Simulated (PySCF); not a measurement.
A GIAO shielding run with PySCF 2.14.0 with density-fitted response routines (density fitting, non-relativistic, gas phase) on `C(F)(F)(F)[SiH2]NCC[SiH3]`, C$_{3}$H$_{10}$F$_{3}$NSi$_{2}$:

```
$ OMP_NUM_THREADS=1 python probes_run.py task.json out

{"job": {"kind": "nmr", "xc": "PBE0", "basis": "pcSseg-1"}, "charge": 0, "multiplicity": 1}
F      3.648527    -1.250257     0.104354
C      2.899986    -0.427520     0.864487
F      2.302938    -1.221040     1.783977
F      3.772419     0.336437     1.551983
Si     1.639635     0.634538    -0.156603
N      0.384343    -0.478106    -0.449651
C     -0.814677    -0.136582    -1.185329
C     -1.827580     0.656490    -0.361792
Si    -2.404471    -0.228161     1.225870
H      1.400166     1.817045     0.680263
H      2.297548     0.989441    -1.411057
H      0.215815    -1.218131     0.218495
H     -0.502973     0.450734    -2.053164
H     -1.277261    -1.059197    -1.547259
H     -1.383578     1.619702    -0.104861
H     -2.688308     0.868127    -0.997718
H     -3.493069     0.552991     1.812022
H     -1.299605    -0.329334     2.181104
H     -2.879659    -1.567929     0.867745
```

Hardware: 1 thread of an Arm Neoverse V1, shared host. The job also computes population analyses, field gradients.

Q: How large is the calculation?

A: 90 electrons, 217 basis functions and 1170 auxiliary functions.

Q: How long does it take, and how much memory does it need?

A: 48 s of wall time, with 14 SCF cycles and 4 response iterations; peak memory 0.96 GiB. Times on a shared host scatter by some tens of per cent.
